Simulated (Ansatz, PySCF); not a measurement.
Spin states of O2Ru (SMILES [O]=[Ru]=[O]), each relaxed with B3LYP-D3(BJ)/def2-TZVP.
State 1 (charge 0, multiplicity 1):
| atom | x (Å) | y (Å) | z (Å) |
|---|---|---|---|
| Ru | 0.1461 | -0.0442 | 0.1559 |
| O | 1.1599 | 0.2401 | -1.1432 |
| O | -1.3393 | -0.1486 | 0.9169 |
State 2 (charge 0, multiplicity 3):
```xyz
3

Ru     0.23829    -0.07944     0.26111
O      1.06920     0.25082    -1.15905
O     -1.34076    -0.12411     0.82762
```

Singlets are restricted, other states unrestricted; no spin–orbit coupling, no relativity up to Kr; see below for the cores. The largest T1 diagnostic is 0.032.

The values were computed with Ansatz (a quantum-chemistry and plane-wave program); PySCF for the dispersion terms. Each number belongs to the level named beside it. In def2 rows elements past Kr take small-core potentials, without spin–orbit coupling.

| level | energy of the multiplicity-3 state less that of the multiplicity-1 state (kcal/mol) |
|---|---|
| PBE-D3(BJ)/def2-TZVPP | 5.23 |
| PBE-D4/def2-TZVPP | 5.23 |
| BLYP/def2-TZVPP | 5.89 |
| r2SCAN/def2-TZVPP | -2.09 |
| r2SCAN-D4/def2-TZVPP | -2.09 |
| B3LYP-D3(BJ)/def2-TZVPP | 7.41 |
| BHLYP-D3(BJ)/def2-TZVPP | 7.69 |
| CAM-B3LYP/def2-TZVPP | ? |
| wB97M-V/def2-TZVPP | ? |

Problem. What belongs in the gaps?

Solution. 
- CAM-B3LYP/def2-TZVPP, energy of the multiplicity-3 state less that of the multiplicity-1 state (kcal/mol): 8.79
- wB97M-V/def2-TZVPP, energy of the multiplicity-3 state less that of the multiplicity-1 state (kcal/mol): 11.89

Doubts at one or more of the structures used: a spin-contaminated determinant (BHLYP-D3(BJ)/def2-TZVPP).
